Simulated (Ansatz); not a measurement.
Consider the ligand exchange at the Si–N bond: `N[SiH2]OP` + H–F → `F[SiH2]OP` + NH₃.

Gas-phase electronic energies from Ansatz, PBE0-D4/def2-TZVP geometries. CBS: MP2 limit from def2 TZ/QZ plus the TZ coupled-cluster correction, frozen cores. This one scheme is used for every species. DFT in def2-TZVPP. HSE06 is defined as in plane-wave codes. One conformer a species, not always the lowest.

```csv
level,ΔE (kJ/mol),difference from CCSD(T)/CBS
ωB97M-V,-85.5,-2.1
B2PLYP,-90.1,-6.7
PBE-QIDH,-82.0,1.4
PBE,-83.0,0.4
revPBE,-85.7,-2.3
r2SCANh,-87.5,-4.1
HSE06,-82.2,1.2
BHLYP,-94.1,-10.7
CAM-B3LYP,-92.3,-8.9
LC-ωPBE,-83.6,-0.2
RPA@PBE/def2-TZVPP,-87.8,-4.4
HF/def2-SVP,-91.6,-8.2
MP2/def2-SVP,-84.0,-0.6
CCSD/def2-SVP,-86.7,-3.3
CCSD(T)/def2-TZVPP,-84.9,-1.5
CCSD/CBS(def2),-85.6,-2.2
CCSD(T)/CBS,-83.4,0
```

Largest T1 diagnostic among the species: 0.013.

Leaving LDA and LC-ωPBE aside and taking each functional with its dispersion term where it has one, the values, not all of them listed here, spread over 16.8 kJ/mol, from B97M-V to revPBE-D4. LDA lies +8.9 kJ/mol from PBE without D4. The D4 term adds +6.4 kJ/mol with B3LYP and +3.5 kJ/mol with PBE0; it sums over pairs of atoms, weighted by their polarisabilities, and B3LYP, whose exchange is more repulsive, gets the larger term. In def2-TZVPP, CCSD(T) changes the Hartree–Fock value by +15.0 kJ/mol (the triples alone add +2.2 kJ/mol) and MP2 by +17.5 kJ/mol.

B3LYP here is the variant with VWN-RPA as its local correlation; programs differ in this.
